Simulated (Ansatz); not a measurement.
A structure relaxed at r2SCAN-D4/def2-SVPD in Ansatz, charge -1, singlet:

```xyz
5

Sc   -1.636   -0.497   -2.512
Si   -0.558    1.622   -1.854
Si    0.818   -0.161    1.485
Si    1.704   -0.754    3.325
Si   -0.329   -0.209   -0.444
```

Question: Give its formula and point group.

Answer: ScSi₄⁻. Point group Cs (tolerance 0.1 Å).

Question: Summarise the bond lengths by kind (pairs closer than 1.2 times the sum of covalent radii, bridged metal pairs left out).

Answer: 3 × Si–Si 2.13 to 2.32 Å; 2 × Sc–Si 2.46 to 2.47 Å. The metal has 2 neighbours: Si 2.47 Å, Si 2.46 Å.

The restricted singlet is unstable towards broken spin symmetry in Hartree–Fock (as tested in another run); at r2SCAN-D4/def2-SVPD this wasn't settled. The relaxation made no stability test and no search for a lower SCF solution. No other spin state of charge -1 was run. Another isomer (singlet) lies 2.31 eV lower at PBE0-D4/def2-TZVPD; other spin states weren't run for this one.
